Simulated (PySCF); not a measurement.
H₃FOSeSi, singlet, at a GFN2-xTB geometry.

The PySCF input:
```python
from pyscf import gto, scf, mcscf
import numpy

mol = gto.Mole()
mol.atom = '''
    Se   -0.21996219    0.50407017    0.85703105
    F    -1.85031346    0.16979005    0.10386813
    O     0.71681567   -0.66962581   -0.06220884
    Si    1.06435174   -0.77465380   -1.67569757
    H    -0.16818257   -1.02746843   -2.41430702
    H     1.97472732   -1.90714851   -1.57775460
    H     1.68954113    0.47028017   -2.12437046
'''
mol.basis = 'sto-3g'
mol.verbose = 4
mol.build()

mf = scf.RHF(mol)
mf.kernel()
mc = mcscf.CASSCF(mf, 4, 6)
mc.fix_spin_(ss=0.0)
mc.kernel()
occ = numpy.linalg.eigvalsh(mc.fcisolver.make_rdm1(mc.ci, mc.ncas, mc.nelecas))[::-1]
ss = mc.fcisolver.spin_square(mc.ci, mc.ncas, mc.nelecas)[0]
print('natural occupations', occ.round(4), ' <S^2>', round(ss, 4))
```

Question: What is the computed SCF-reference HOMO energy (PySCF with CASSCF(6,4)/STO-3G)?

Answer: -6.53 eV

Question: What is the computed number of basis functions (CASSCF(6,4)/STO-3G)?

Answer: 40

Question: Give the SCF-reference Mulliken (on the basis functions themselves) charges in atom order at the level CASSCF(6,4)/STO-3G.

Answer: Se1 0.32, F2 -0.19, O3 -0.52, Si4 0.84, H5 -0.16, H6 -0.15, H7 -0.16
